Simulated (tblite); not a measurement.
Compound: C5H13PSi.
Cartesian coordinates in Å at the GFN2-xTB level; atoms count from 1:
```
atom  x, y, z in Å
C1     0.3998    1.9011   -0.7786
C2    -0.3012    0.8721    0.0906
C3     0.5172   -0.3972    0.4159
Si4    2.4166   -0.3226    0.3659
C5    -0.1361   -1.3114   -0.6351
P6    -1.5678   -0.1269   -0.8989
C7    -2.6530   -0.6745    0.5014
H8     1.2382    2.3515   -0.2481
H9    -0.2978    2.6895   -1.0585
H10    0.7724    1.4409   -1.6917
H11   -0.7153    1.3658    0.9754
H12    0.2328   -0.7445    1.4145
H13    2.8927    0.0189   -0.9749
H14    2.9115   -1.6553    0.7205
H15    2.8917    0.6596    1.3422
H16    0.4561   -1.4019   -1.5468
H17   -0.4068   -2.3124   -0.2992
H18   -3.2417   -1.5287    0.1697
H19   -3.3355    0.1371    0.7493
H20   -2.0790   -0.9502    1.3834
```

Calculated harmonic vibrations of the isolated species, GFN2-xTB (tblite), most abundant isotopes, no scaling. Errors from tens to a few hundred cm⁻¹ against measured bands are possible. Modes of hydrogen on silicon can be 10 to 20 % off. One conformer, not necessarily the lowest.

Harmonic wavenumbers (cm⁻¹): 75.7, 137.4, 148.8, 180.8, 181.6, 219.9, 253.5, 284.3, 292.1, 382.0, 482.4, 543.0, 597.3, 670.0, 687.2, 718.3, 764.7, 778.4, 788.5, 798.4, 807.2, 865.9, 900.5, 942.0, 1006.4, 1014.3, 1041.4, 1082.2, 1131.3, 1159.8, 1177.4, 1243.6, 1259.9, 1299.3, 1315.9, 1407.3, 1439.8, 1455.9, 1457.1, 1490.6, 1497.3, 2251.3, 2258.3, 2266.7, 2910.4, 2925.3, 2966.2, 2980.2, 3002.2, 3003.4, 3003.7, 3009.0, 3014.3, 3025.5.

A = 3054, B = 1155, C = 986.8 MHz; mass 132.052 u (most abundant isotopes); point group C1, symmetry number 1.

Task: What is the zero-point energy?

Result: Half the sum of the wavenumbers: 35298 cm⁻¹ = 422.25 kJ/mol.

Task: What is S at 350 K and 1 bar for an ideal gas of classical rigid rotors and harmonic oscillators?

Result: Translation 173.09, rotation 122.97, vibration 135.04: S = 431.1 J/(mol K).

Task: And Cp and H(350 K) − H(0)?

Result: Cp = 191.27 J/(mol K), of which vibrations give 158.01 (their classical limit is 54 R = 449.0); H(350 K) − H(0) = 38.32 kJ/mol without the zero-point energy, 26.68 from vibrations.

Task: Blend soft modes into free rotors: weight 1/[1 + (100 cm⁻¹/ν̃)⁴] for the oscillator and the rest for a rotor with moment μB/(μ + B), μ = h/(8π²ν), B = 10⁻⁴⁴ kg m². What vibrational entropy results?

Result: 131.05 J/(mol K) in place of 135.04, which changes −T·S at 350 K by +1.40 kJ/mol.

Task: What must be added to the electronic energy to get the Gibbs energy at 350 K and 1 bar?

Result: ZPE + [H(350 K) − H(0)] − T·S = 422.25 + 38.32 − 150.89 = 309.68 kJ/mol.

Task: How do the functions run with temperature in this model?

Result: 
| T (K) | S (J/(mol K)) | Cp (J/(mol K)) | H − H(0) (kJ/mol) | G − H(0) (kJ/mol) | ln q(vib) |
| --- | --- | --- | --- | --- | --- |
| 100 | 278.7 | 75.8 | 4.97 | -22.90 | 0.95 |
| 200 | 345.4 | 121.2 | 14.84 | -54.23 | 3.24 |
| 300 | 403.4 | 168.4 | 29.32 | -91.70 | 5.77 |
| 500 | 509.6 | 249.8 | 71.60 | -183.21 | 11.04 |
| 800 | 645.5 | 327.7 | 159.25 | -357.16 | 18.78 |
| 1000 | 722.5 | 361.9 | 228.39 | -494.12 | 23.62 |

q(vib) and H(0) count from the zero-point level.

Task: Which modes carry the vibrational entropy at 350 K?

Result: 75.7 cm⁻¹: 18.05; 137.4 cm⁻¹: 13.17; 148.8 cm⁻¹: 12.53; 180.8 cm⁻¹: 10.97; 181.6 cm⁻¹: 10.94; 219.9 cm⁻¹: 9.43 J/(mol K); the other 48 give 59.94 together.

Hindered rotation and anharmonicity are outside this model. Other conformers, if any are populated, would add a mixing term that is left out. The structure is chiral; the term R ln 2 for an equal mix with its mirror image is left out.
